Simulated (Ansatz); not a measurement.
`CBO[SiH2]C` → `BO[SiH2]C` + `[CH2]` (triplet) at 700 K and 1 bar (formal loss of a carbene).

Calculated with Ansatz (gas phase, PBE0-D4/def2-TZVP geometries, no zero-point term in ΔE). CCSD(T)/CBS adds triple-zeta CCSD(T) − MP2 to the extrapolated MP2 energy (def2 sets, frozen cores). This one scheme is used for every species. Triplets are unrestricted, without spin–orbit coupling. One conformer a species, not always the lowest.

```tsv
species	CCSD(T)/CBS energy (Eh)	H − E (kJ/mol)	S (J/(mol·K))
`CBO[SiH2]C`	-470.67588	378.2	519.2
`BO[SiH2]C`	-431.39483	285.2	445.7
`[CH2]` (triplet)	-39.09499	70.4	226.8
```

H − E and S are ideal-gas, rigid-rotor, harmonic terms from PBE0-D4/def2-TZVP, for one conformer and one mirror image of each species, with the whole ground term of open shells counted as degenerate. 1 Eh = 2625.50 kJ/mol, R = 8.31446 J/(mol·K).

Problem. By hand: ΔE, ΔH, ΔS and ΔG.

Solution. ΔE = (-431.39483) + (-39.09499) − (-470.67588) = 0.18606 Eh = 488.5 kJ/mol. Δ(H − E) = 285.2 + 70.4 − 378.2 = -22.6, so ΔH = 465.9 kJ/mol. ΔS = 445.7 + 226.8 − 519.2 = 153.3 J/(mol·K). ΔG = 465.9 − 700 × (153.3)/1000 = 358.6 kJ/mol.

Problem. By hand: the equilibrium constant, and the temperature at which ΔG would vanish if ΔH and ΔS stayed fixed.

Solution. log₁₀ K = −ΔG/(RT ln 10) = -26.8. ΔG = 0 at ΔH/ΔS = 3039 K, far beyond where these terms or the molecules hold.

The number of gas molecules changes by +1, which sets the sign of ΔS. A doubt of 5 kJ/mol in ΔE shifts log₁₀ K by 0.4 here. Other conformers and mirror images would add mixing entropy, several J/(mol·K) or more a flexible species. Modes under 60 cm⁻¹, often nearly free rotors, make the harmonic entropy too high. A triplet takes part, so the spin changes. These are equilibria of isolated gas molecules and say nothing of rates. Largest T1 diagnostic: 0.012 (customary marks: 0.02 for closed shells, 0.045 for open ones).
